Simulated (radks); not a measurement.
Task: The mean radii <r> (bohr) of the occupied orbitals of an atom or ion are listed with their occupations. All-electron calculation, non-relativistic Kohn-Sham, exchange-only B88, spin-polarised, spherical densities, point nucleus. Program: a radial shooting solver on a logarithmic mesh with Libxc functionals.

orbital  occ.     <r>
1s up       1  0.5821
1s down     1  0.5810
2s up       1   3.841

Name the element and its charge. Open shells, if any, are filled with parallel spins first.

Result: Z = 3, lithium, charge 0: Li in [He] 2s1. The 1s radius gives Z: for a bare nucleus <r> = 1.5/Z, 0.5 bohr for Z = 3, and screening makes it slightly larger (0.5821 here). The occupations add up to 3, and the charge is Z minus that.
